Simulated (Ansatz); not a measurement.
`BOB(N)Cl` and `NB(Cl)Cl` differ in one atom or group.

Ansatz, PBE0-D4/def2-TZVP geometries, multiplicity 1. Each molecule was computed in one conformer, which needn't be the lowest.

| property | `BOB(N)Cl` |
| --- | --- |
| LUMO energy (B3LYP/def2-TZVPP) / eV | -1.08 |
| size of the dipole moment (PBE/def2-TZVPP) / D | 2.51 |
| LUMO energy (PBE0/def2-TZVPP) / eV | -0.83 |
| ideal-gas entropy at 298 K and 1 bar (rigid rotor, harmonic PBE0-D4/def2-TZVP) / J/(mol·K) | 341 |
| LUMO energy (ωB97M-V/def2-TZVPP) / eV | 1.09 |
| HOMO–LUMO gap (B3LYP/def2-TZVPP) / eV | 7.09 |

(1) What does the change do to each property? (Estimate.)

## Answers

(1) Computed: 
```json
{"property": "LUMO energy (B3LYP/def2-TZVPP) / eV", "`NB(Cl)Cl`": "-0.02", "shift": "1.06"}
{"property": "size of the dipole moment (PBE/def2-TZVPP) / D", "`NB(Cl)Cl`": "2.77", "shift": "0.26"}
{"property": "LUMO energy (PBE0/def2-TZVPP) / eV", "`NB(Cl)Cl`": "0.17", "shift": "1.00"}
{"property": "ideal-gas entropy at 298 K and 1 bar (rigid rotor, harmonic PBE0-D4/def2-TZVP) / J/(mol·K)", "`NB(Cl)Cl`": "294", "shift": "-47"}
{"property": "LUMO energy (ωB97M-V/def2-TZVPP) / eV", "`NB(Cl)Cl`": "2.09", "shift": "1.00"}
{"property": "HOMO–LUMO gap (B3LYP/def2-TZVPP) / eV", "`NB(Cl)Cl`": "8.29", "shift": "1.20"}
```

With PBE0 the HOMO falls by 0.14 eV and the LUMO rises by 1.00 eV, so the gap widens by about 1.14 eV. PBE moves the HOMO by -0.11 eV and ωB97M-V by -0.13 eV. The zero-point energy changes by -65.5 kJ/mol with -9 modes. Dipoles are sizes alone; their direction can turn. Modes under 60 cm⁻¹, often nearly free rotors, make the harmonic entropy too high.

B3LYP here is the variant with VWN-RPA as its local correlation; programs differ in this.
